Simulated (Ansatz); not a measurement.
`C[CH2][Ge][Cl]` + `C=CC(F)F` → `C[CH2][GeH]` + `C=CC(F)(F)Cl` at 600 K and 1 bar (formal exchange of groups at a Ge–Cl bond).

Computed with Ansatz on PBE0-D4/def2-TZVP structures; ΔE is electronic, products minus reactants. CCSD(T)/CBS is the MP2 limit (def2-TZVPP, def2-QZVPP) plus CCSD(T) − MP2 in def2-TZVPP, frozen cores. For Ge outer-core shells are correlated without core-valence functions, which leaves a few kJ/mol of doubt a bond. Scalar relativity is left out up to krypton. Each species was taken in one conformer, which may not be the lowest.

```
         species  CCSD(T)/CBS energy (Eh)  H − E (kJ/mol)  S (J/(mol·K))
`C[CH2][Ge][Cl]`              -2615.03092           223.2          420.5
      `C=CC(F)F`               -316.11853           219.7          373.0
   `C[CH2][GeH]`              -2155.77935           230.6          374.0
  `C=CC(F)(F)Cl`               -775.29546           200.8          410.1
```

H − E and S are ideal-gas, rigid-rotor, harmonic terms from PBE0-D4/def2-TZVP, for one conformer and one mirror image of each species. 1 Eh = 2625.50 kJ/mol, R = 8.31446 J/(mol·K).

Q: By hand: ΔE, ΔH, ΔS and ΔG.

A: ΔE = (-2155.77935) + (-775.29546) − (-2615.03092) − (-316.11853) = 0.07464 Eh = 196.0 kJ/mol. Δ(H − E) = 230.6 + 200.8 − 223.2 − 219.7 = -11.5, so ΔH = 184.5 kJ/mol. ΔS = 374.0 + 410.1 − 420.5 − 373.0 = -9.4 J/(mol·K). ΔG = 184.5 − 600 × (-9.4)/1000 = 190.1 kJ/mol.

Q: By hand: the equilibrium constant, and the temperature at which ΔG would vanish if ΔH and ΔS stayed fixed.

A: log₁₀ K = −ΔG/(RT ln 10) = -16.5. ΔH and −TΔS have one sign here, so there is no such temperature.

The number of gas molecules stays the same, so ΔS is small and ΔH decides. A doubt of 5 kJ/mol in ΔE shifts log₁₀ K by 0.4 here. Other conformers and mirror images would add mixing entropy, several J/(mol·K) or more a flexible species. Modes under 60 cm⁻¹, often nearly free rotors, make the harmonic entropy too high. These are equilibria of isolated gas molecules and say nothing of rates. Largest T1 diagnostic: 0.012 (customary marks: 0.02 for closed shells, 0.045 for open ones).

ΔS is within the doubt of such terms, so its sign, and with it that verdict, could turn.
